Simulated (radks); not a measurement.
The numbers below are computed, except where a source is named.
The antimony anion Sb3-, [Xe], held by a Watson sphere: a shell of charge +3 at radius R that stands for the Madelung well of a crystal (potential energy -3/R inside, -3/r outside, in hartree with lengths in bohr). Code: a radial shooting solver on a logarithmic mesh with Libxc functionals. Model: scalar-relativistic Kohn-Sham, PBE, spin-polarised, spherical densities, finite nucleus; Fermi nuclear charge, rms radius of each element as measured or else 0.836 A^(1/3) + 0.57 fm. Response by self-consistent Sternheimer equations with the Hartree and adiabatic LDA kernel, the relativistic mass of each level held fixed and spin-orbit coupling left out. The sphere does not respond.

| R (bohr) | e(4d) (eV) | e(5s) (eV) | e(5p) (eV) | <r> 5p (bohr) | sum of <r^2> (bohr^2) | X-ray form factor at sin(theta)/lambda = 0.2 1/angstrom | alpha (bohr^3) |
|---|---|---|---|---|---|---|---|
| 2.79 | -32.413 | -14.164 | -6.670 | 2.870 | 89.83 | 40.839 | 57.15 |
| 3.17 | -31.726 | -13.168 | -6.068 | 3.022 | 96.76 | 40.755 | 71.94 |
| 3.36 | -31.480 | -12.731 | -5.771 | 3.098 | 100.3 | 40.734 | 80.89 |
| 3.62 | -31.206 | -12.196 | -5.376 | 3.200 | 105.3 | 40.722 | 95.07 |
| 3.81 | -31.038 | -11.848 | -5.101 | 3.274 | 109.0 | 40.723 | 107.0 |
| 3.83 | -31.022 | -11.813 | -5.073 | 3.282 | 109.3 | 40.724 | 108.3 |
| 4.21 | -30.742 | -11.219 | -4.564 | 3.427 | 116.9 | 40.744 | 137.0 |
| 4.45 | -30.592 | -10.903 | -4.271 | 3.518 | 121.8 | 40.763 | 158.7 |
| 5.03 | -30.291 | -10.296 | -3.653 | 3.731 | 134.0 | 40.814 | 224.7 |
